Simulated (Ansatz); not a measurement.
One change: `[SiH3]/C=C\[SiH2]Cl` becomes `F/C=C/[SiH3]`.

Ansatz, PBE0-D4/def2-TZVP geometries, multiplicity 1. Each molecule was computed in one conformer, which needn't be the lowest.

| property | `[SiH3]/C=C\[SiH2]Cl` |
| --- | --- |
| HOMO–LUMO gap (PBE0/def2-TZVPP) / eV | 6.76 |
| LUMO energy (B3LYP/def2-TZVPP) / eV | -1.68 |
| size of the dipole moment (B3LYP/def2-TZVPP) / D | 1.83 |
| HOMO–LUMO gap (ωB97M-V/def2-TZVPP) / eV | 10.99 |
| size of the dipole moment (ωB97M-V/def2-TZVPP) / D | 1.82 |
| LUMO energy (PBE/def2-TZVPP) / eV | -2.44 |

Task: What does the change do to each property? (Estimate.)

Result: The calculation gave: 
| property | `F/C=C/[SiH3]` | shift |
| --- | --- | --- |
| HOMO–LUMO gap (PBE0/def2-TZVPP) / eV | 7.57 | 0.81 |
| LUMO energy (B3LYP/def2-TZVPP) / eV | -0.54 | 1.14 |
| size of the dipole moment (B3LYP/def2-TZVPP) / D | 0.66 | -1.17 |
| HOMO–LUMO gap (ωB97M-V/def2-TZVPP) / eV | 11.94 | 0.95 |
| size of the dipole moment (ωB97M-V/def2-TZVPP) / D | 0.63 | -1.19 |
| LUMO energy (PBE/def2-TZVPP) / eV | -1.31 | 1.13 |

With PBE0 the HOMO rises by 0.40 eV and the LUMO rises by 1.21 eV, so the gap widens by about 0.81 eV. PBE moves the HOMO by 0.46 eV and ωB97M-V by 0.37 eV. Dipoles are sizes alone; their direction can turn.

B3LYP here is the variant with VWN-RPA as its local correlation; programs differ in this.
